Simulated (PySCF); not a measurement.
GeHCl3, SMILES [Cl][GeH]([Cl])[Cl]. The structure is a stationary point at PBE-D3(BJ)/def2-SVP. The isomer is the one that the SMILES or the coordinates give; other isomers of the formula were not compared.

All values below come from PySCF with PBE-D3(BJ)/def2-SVP.

Harmonic wavenumbers (cm⁻¹): 135, 135, 170, 397, 436, 436, 679, 679, 2125. Rotational constants (GHz): 2.057, 2.057, 1.163; symmetry number 3.

Q: Work out the zero-point energy and the ideal-gas rigid-rotor harmonic-oscillator thermochemistry at 298.15 K and 1 atm.

A: ZPE = ½ Σ hcν = ½ × 5194 cm⁻¹ = 31.07 kJ/mol. H − E(el) = 49.00 kJ/mol. Entropy in J/(mol K): translation 173.51, rotation 110.40, vibration 48.06, total 331.97. G − E(el) = -49.98 kJ/mol. Cp = 82.30 J/(mol K). Modes under 150 cm⁻¹ make the vibrational entropy uncertain.
